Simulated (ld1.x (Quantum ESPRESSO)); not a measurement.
# Before and after: TM potential for Zn (Z = 30)

```
Element                 : zinc (Zn)
Generator               : ld1.x (Quantum ESPRESSO) 7.5
Type                    : norm-conserving Troullier–Martins (Kleinman–Bylander form)
Functional              : LDA (PZ)
Relativity              : scalar-relativistic
Frozen core             : [Ar]
Valence charge          : 12
Reference configuration : 3d10 4s1 4p1
Partial waves           : 4s (bound): rc 2.05 bohr; 4p (bound): rc 2.00 bohr; 3d (bound): rc 1.35 bohr
Local potential         : the d channel
Core correction         : Bessel-smoothed model core inside 0.85 bohr
```

All-electron outer shells of the reference configuration (LDA (PZ), scalar-relativistic, ld1.x):

```json
{"shell": "3s", "level (eV)": "-130.84", "outermost node (bohr)": "0.28", "outermost maximum (bohr)": "0.59"}
{"shell": "3p", "level (eV)": "-85.48", "outermost node (bohr)": "0.25", "outermost maximum (bohr)": "0.59"}
{"shell": "3d", "level (eV)": "-12.59", "outermost node (bohr)": "–", "outermost maximum (bohr)": "0.56"}
{"shell": "4s", "level (eV)": "-7.65", "outermost node (bohr)": "0.85", "outermost maximum (bohr)": "2.04"}
{"shell": "4p", "level (eV)": "-2.26", "outermost node (bohr)": "0.92", "outermost maximum (bohr)": "2.85"}
```

Change: core correction none.

Cutoffs: the cutoffs (Ry, on a coarse ladder) from which the occupation-weighted sum of valence levels, in a spherical-Bessel basis at the reference potential, stays within 10 and 1 mRy of its value at 400 Ry; they do not see the model core or the augmentation charge, which bear on the density cutoff. Errors are all-electron minus pseudo energies relative to the spin-unpolarised reference configuration.

Question: Predict the effect on cutoff, ghosts and configuration errors.

Answer: The potential gets neither clearly harder nor softer (160 Ry and 260 Ry → 160 Ry and 260 Ry); both files keep a bound ghost (p, s); of the 9 tests that both files solve, the error grows in 3 and shrinks in 4 by more than 15 % and 0.3 meV (median size 2.3 → 3.5 meV).

```tsv
quantity	base	changed
cutoff, loose	160 Ry	160 Ry
cutoff, tight	260 Ry	260 Ry
bound ghosts	s, p	s, p
error for 3d10 4s2 4p0, meV [ΔE -5.18 eV]	-0.7	+1.6
error for 3d10 4s1 4p0, meV [ΔE 5.01 eV]	-2.0	-1.2
error for 3d10 4s0 4p0, meV [ΔE 23.78 eV]	-25	-3.5
error for 3d10 4s0 4p1, meV [ΔE 11.43 eV]	-5.0	+0.8
error for 3d8 4s0 4p0, meV [ΔE 126.81 eV]	-989	-580
error for 3d9 4s2 4p1, meV [ΔE 7.17 eV]	-231	-198
error for 3d10 4s1.5 4p0, meV [ΔE -1.11 eV]	-0.3	+0.1
error for 3d10 4s1 4p1 (spin-polarised), meV [ΔE -0.62 eV]	+1.6	+12
error for 3d10 4s1 4p0 (spin-polarised), meV [ΔE 4.76 eV]	-2.3	+6.0
s: phases at 2.24 bohr within 0.05 rad from the reference energy up to (Ry; the scan ends near 5)	2.7	2.7
p: phases at 2.24 bohr within 0.05 rad from the reference energy up to (Ry; the scan ends near 5)	4.9	4.9
d: phases at 2.24 bohr within 0.05 rad from the reference energy up to (Ry; the scan ends near 5)	1.2	1.2
```

 A true bound ghost makes a file unfit for plane-wave use even where its test errors are small: the radial tests pick states by their node count and pass the ghost by.
